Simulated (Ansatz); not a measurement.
Basis sets compared for the cluster Li₁₀⁺. Total charge 1; doublet. Geometry PBE0/def2-TZVP. Ansatz on 4 threads of Intel Xeon Platinum 8488C on a shared host; times are rough, and most runs start from earlier orbitals.

```xyz
10

Li   -0.8688    0.1399   -2.5923
Li   -1.6492   -2.1147   -0.6350
Li    1.3533   -1.7673   -1.5735
Li    0.5118    1.5258    2.2141
Li    2.2864   -0.8285    1.2989
Li   -0.5844    2.6769   -0.6051
Li   -0.6793   -1.3392    2.2734
Li   -0.0076    0.0396   -0.0089
Li   -2.6040    0.5064    0.6878
Li    2.2419    1.1611   -1.0594
```

At PBE0/def2-SVP, PBE0/def2-TZVP the charge 1 doublet is spin-contaminated (final ⟨S²⟩ up to 0.87, 0.75 for a pure state). The structure comes from a short search, and lower isomers may exist.

```
        level  functions  energy (Eh)  HOMO (eV)  LUMO (eV)  wall time
 PBE/def2-SVP         90     -74.7686      -5.41      -5.05      2.2 s
PBE0/def2-SVP         90     -74.8100      -5.85      -4.54        3 s
```

**Question.** Estimate the rows for PBE/def2-TZVP, PBE0/def2-TZVP.

**Answer.** 
| level | functions | energy (Eh) | HOMO (eV) | LUMO (eV) | wall time |
| --- | --- | --- | --- | --- | --- |
| PBE/def2-TZVP | 140 | -74.8321 | -5.48 | -5.14 | 1.9 s |
| PBE0/def2-TZVP | 140 | -74.8727 | -5.91 | -4.66 | 3 s |
